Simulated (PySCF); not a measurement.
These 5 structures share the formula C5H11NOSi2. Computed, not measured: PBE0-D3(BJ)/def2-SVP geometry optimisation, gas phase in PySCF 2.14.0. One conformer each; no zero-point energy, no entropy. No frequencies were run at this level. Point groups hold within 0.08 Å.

Question: Rank from lowest to highest electronic energy at this level (kcal/mol).
A. `[N:1]#[C:2][C@@H:3]1[CH2:4][CH2:5][C@H:6]1[SiH2:7][O:8][SiH3:9]` with C5–C6–Si7–O8 56°, C6–Si7–O8–Si9 -99°, C2–C3–C4–C5 -140°, C3–C4–C5–C6 18°, C4–C5–C6–Si7 -138°, C2–C3–C6–C5 140°
B. `[CH3:1][SiH2:2][Si@@H:3]([NH2:4])[c:5]1[cH:6][cH:7][cH:8][o:9]1` with C1–Si2–Si3–N4 -177°, Si2–Si3–N4–H 178° and -36°, Si2–Si3–C5–C6 120°
C. `[CH:1]#[C:2][Si@@H:3]1[CH2:4][CH2:5][Si@H:6]([NH:7][CH3:8])[O:9]1` with C5–Si6–N7–C8 67°, C2–Si3–C4–C5 -143°, Si3–C4–C5–Si6 35°, C4–C5–Si6–N7 80°, C5–Si6–O9–Si3 17°
D. `[CH3:1][CH2:2][Si@@H:3]1[O:4][SiH2:5][CH2:6][C@H:7]1[C:8]#[N:9]` with C1–C2–Si3–O4 176°, C2–Si3–O4–Si5 -132°, Si3–O4–Si5–C6 -6°, O4–Si5–C6–C7 28°, Si5–C6–C7–C8 -162°
E. `[CH3:1][CH2:2][Si@@H:3]1[O:4][SiH2:5][CH2:6][C@@H:7]1[C:8]#[N:9]` with C1–C2–Si3–O4 -170°, C2–Si3–O4–Si5 -110°, Si3–O4–Si5–C6 9°, O4–Si5–C6–C7 -29°, Si5–C6–C7–C8 161°

Answer: E (0.0), D (0.4), C (19.4), A (34.3), B (40.5).

As drawn, the lowest has a C≡N group and an Si–O bond, which the highest lacks; the highest has an aromatic ring, an N–H bond and an Si–Si bond, which the lowest lacks. Neighbours under 2.5 kcal/mol apart (CC[Si@@H]1O[SiH2]C[C@@H]1C#N and CC[Si@@H]1O[SiH2]C[C@H]1C#N) can change places with a better method, another conformer or zero-point energy. CC[Si@@H]1O[SiH2]C[C@@H]1C#N and CC[Si@@H]1O[SiH2]C[C@H]1C#N are stereoisomers, 0.4 kcal/mol apart in the conformers taken.

```csv
SMILES,E (Eh),E rel (kcal/mol),dipole (D),point group,"A, B, C (MHz)"
CC[Si@@H]1O[SiH2]C[C@@H]1C#N,-905.16813,0.0,2.65,C1,"1625, 965.3, 674.6"
CC[Si@@H]1O[SiH2]C[C@H]1C#N,-905.16753,0.4,3.17,C1,"1480, 992.5, 638.0"
C#C[Si@@H]1CC[Si@H](NC)O1,-905.13720,19.4,2.04,C1,"1854, 772.6, 677.7"
N#C[C@@H]1CC[C@H]1[SiH2]O[SiH3],-905.11349,34.3,4.22,C1,"1883, 618.7, 585.6"
C[SiH2][Si@@H](N)c1ccco1,-905.10355,40.5,0.90,C1,"1621, 777.8, 628.2"
```

Question: How do the relative energies change in single points at PBE0/pcSseg-1 (no added dispersion term) on the same geometries?

Answer: 
| SMILES | PBE0-D3(BJ)/def2-SVP (kcal/mol) | PBE0/pcSseg-1 (kcal/mol) | shift |
| --- | --- | --- | --- |
| CC[Si@@H]1O[SiH2]C[C@@H]1C#N | 0.0 | 0.0 | 0.0 |
| CC[Si@@H]1O[SiH2]C[C@H]1C#N | 0.4 | 0.1 | -0.3 |
| C#C[Si@@H]1CC[Si@H](NC)O1 | 19.4 | 17.6 | -1.8 |
| N#C[C@@H]1CC[C@H]1[SiH2]O[SiH3] | 34.3 | 33.9 | -0.4 |
| C[SiH2][Si@@H](N)c1ccco1 | 40.5 | 41.7 | +1.2 |

Each column counts from its own lowest isomer. The order is unchanged; the largest shift is 1.8 kcal/mol.

Question: As an exercise, what shares would exp(−E/RT) give at 298.15 K from these electronic energies alone (no entropy, no degeneracies)?

Answer: RT = 0.592 kcal/mol: CC[Si@@H]1O[SiH2]C[C@@H]1C#N 65.3 %, CC[Si@@H]1O[SiH2]C[C@H]1C#N 34.7 %, C#C[Si@@H]1CC[Si@H](NC)O1 under 0.1 %, N#C[C@@H]1CC[C@H]1[SiH2]O[SiH3] under 0.1 %, C[SiH2][Si@@H](N)c1ccco1 under 0.1 %.
